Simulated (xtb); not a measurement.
GaHI2O, SMILES [OH][Ga]([I])[I]. All values are semi-empirical tight-binding results from xtb (GFN2-xTB unless named), good for trends rather than for accurate numbers. Geometry: GFN2-xTB. The structure was generated by enumeration; whether it is a known compound was not checked. The values are those of a single conformer.

Optimised geometry:

Bonded distances (Å): Ga1–I2 2.503, Ga1–I3 2.480, Ga1–O4 1.727, O4–H5 0.955. Bond angles (°): I2–Ga1–I3 125.5, I2–Ga1–O4 120.4, I3–Ga1–O4 114.2, Ga1–O4–H5 134.2.

For metal compounds this method's bond lengths and energies can be far off.

Task: Estimate the properties. (The exact figures need the calculation; the answer reports its results.)

Result: 
```
Quantity                                       Result
-------------------------------------  --------------
point group as xtb finds it                        Cs
orbital gap                                   3.77 eV
zero-point energy                        8.3 kcal/mol
G − E(el) at 298.15 K (modified RRHO)  -13.8 kcal/mol
```

Computed atomic charges and the Wiberg bond orders between heavy atoms:
charges (e) Ga1 0.09, I2 0.00, I3 0.03, O4 -0.44, H5 0.33. Bond orders Ga1–I2 1.17, Ga1–I3 1.23, Ga1–O4 1.27.
